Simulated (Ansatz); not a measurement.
A run for Ansatz (a program for electronic structure): U-CCSD(T)/def2-SVP on CH5NSn (SMILES [CH3][Sn][NH2]), a point of a bond scan (R = 2.728 Å). Elements past Kr take the def2 small-core potentials; no spin–orbit coupling. The run froze 11 orbitals, filled d shells among them.

Ansatz 0.2 input:
```yaml
crystal:
  periodic: [false, false, false]
  atoms:
    - {symbol: Sn, position_ang: [-0.21022964, -0.00431139, 0.35481240]}
    - {symbol: C, position_ang: [0.84464248, 1.52169881, -0.85795269]}
    - {symbol: H, position_ang: [0.79413401, 2.50952072, -0.39962444]}
    - {symbol: H, position_ang: [0.39648323, 1.57259830, -1.85320643]}
    - {symbol: H, position_ang: [1.89426564, 1.23930290, -0.96980639]}
    - {symbol: N, position_ang: [0.23482637, -1.48863841, -0.95978615]}
    - {symbol: H, position_ang: [1.66446846, -1.15833753, -3.25908987]}
    - {symbol: H, position_ang: [-0.04936391, -2.44927177, -0.84038326]}
basis:
  gaussian:
    orbitals: def2-SVP
correlation: {method: ccsd_t, electrons: outside_noble_gas}
scf: {omitted_lower_state_checks: [cluster_reference]}
magnetization: {spin_polarized: true, initial_magnetization: 0}
```

The log:

```
WARN ansatz: RAYON_NUM_THREADS=1 ignored (pool sized by the plan → 1); use --threads N
Functional definition: HF
these checks for a lower state are left out or cut short: cluster_reference
integrals: 0.12 GiB planned
895 factors; integrals over basis functions are off by at most 9.9e-4 eV
mean field: 0.31 GiB planned
mean field evaluation 1: about -8378.6353 eV, gradient 3.5e1 eV
mean field evaluation 2: about -8378.7186 eV, gradient 3.5e1 eV
mean field evaluation 4: about -8386.5286 eV, gradient 5.8e0 eV
mean field evaluation 8: about -8386.9248 eV, gradient 5.4e-1 eV
mean field evaluation 16: about -8387.5754 eV, gradient 4.1e0 eV
mean field evaluation 32: about -8390.5810 eV, gradient 9.7e-5 eV
mean field evaluation 64: about -8390.5468 eV, gradient 2.8e-4 eV
mean field evaluation 96: about -8386.0769 eV, gradient 8.2e0 eV
mean field evaluation 128: about -8388.6356 eV, gradient 6.8e-6 eV
mean field evaluation 160: about -8390.4244 eV, gradient 1.8e-6 eV
mean field evaluation 192: about -8390.2349 eV, gradient 2.8e0 eV
mean field evaluation 224: about -8390.4244 eV, gradient 2.1e-6 eV
mean field evaluation 256: about -8390.5437 eV, gradient 2.6e-1 eV
mean field evaluation 288: about -8381.0196 eV, gradient 2.6e1 eV
mean field evaluation 320: about -8384.4384 eV, gradient 5.6e0 eV
mean field evaluation 352: about -8390.5468 eV, gradient 2.7e-6 eV
mean field -8390.58098625 eV, -308.3481639048 hartree, gradient 1.8e-6 eV, S^2 1.190899; 19 other end points of the search recorded, 0 dependent functions left out
11 core orbitals not correlated
reference -8390.58098625 eV, -308.3481639048 hartree; 9, 9 occupied and 59, 59 virtual orbitals, 895 factors
second order -9.47219330 eV of doubles, -0.00000000 eV of singles
coupled cluster: 0.36 GiB planned
cycle   1  -10.16666968 eV  change   -6.9e-1 eV  update   1.0e-1
cycle   2  -10.53057474 eV  change   -3.6e-1 eV  update   4.5e-2
cycle   3  -10.67504506 eV  change   -1.4e-1 eV  update   3.8e-2
cycle   4  -10.71168936 eV  change   -3.7e-2 eV  update   2.5e-2
cycle   5  -10.73318719 eV  change   -2.1e-2 eV  update   1.8e-2
cycle   6  -10.75365598 eV  change   -2.0e-2 eV  update   1.5e-2
cycle   7  -10.77047102 eV  change   -1.7e-2 eV  update   1.3e-2
cycle   8  -10.79101505 eV  change   -2.1e-2 eV  update   1.1e-2
cycle   9  -10.80934591 eV  change   -1.8e-2 eV  update   9.5e-3
cycle  10  -10.82969982 eV  change   -2.0e-2 eV  update   7.3e-3
cycle  11  -10.84094653 eV  change   -1.1e-2 eV  update   4.9e-3
cycle  12  -10.84785450 eV  change   -6.9e-3 eV  update   3.2e-3
cycle  13  -10.84776522 eV  change    8.9e-5 eV  update   1.8e-3
cycle  14  -10.84954169 eV  change   -1.8e-3 eV  update   1.1e-3
cycle  15  -10.84774418 eV  change    1.8e-3 eV  update   5.9e-4
cycle  16  -10.84830224 eV  change   -5.6e-4 eV  update   3.5e-4
cycle  17  -10.84809932 eV  change    2.0e-4 eV  update   2.4e-4
cycle  18  -10.84803092 eV  change    6.8e-5 eV  update   1.5e-4
cycle  19  -10.84792280 eV  change    1.1e-4 eV  update   9.7e-5
cycle  20  -10.84786559 eV  change    5.7e-5 eV  update   7.0e-5
cycle  21  -10.84786060 eV  change    5.0e-6 eV  update   5.5e-5
cycle  22  -10.84787924 eV  change   -1.9e-5 eV  update   4.1e-5
cycle  23  -10.84788661 eV  change   -7.4e-6 eV  update   2.7e-5
cycle  24  -10.84787863 eV  change    8.0e-6 eV  update   1.6e-5
cycle  25  -10.84786987 eV  change    8.8e-6 eV  update   9.5e-6
coupled cluster: 0.37 GiB planned
perturbative correction -0.42757296 eV, -0.0157130166 hartree
WARN: the results are in doubt because among natural orbitals full CI differs from the method by -0.089 eV
Total energy: -8401.85642909 eV, -308.7625287863 hartree
In doubt: among natural orbitals full CI differs from the method by -0.089 eV
Checks for a lower state left out: cluster_reference
```

The run converged. Its determinant has ⟨S²⟩ = 1.19, a mixture of spin states.

Warnings raised: large difference.

Cost: very roughly 30 core-seconds.
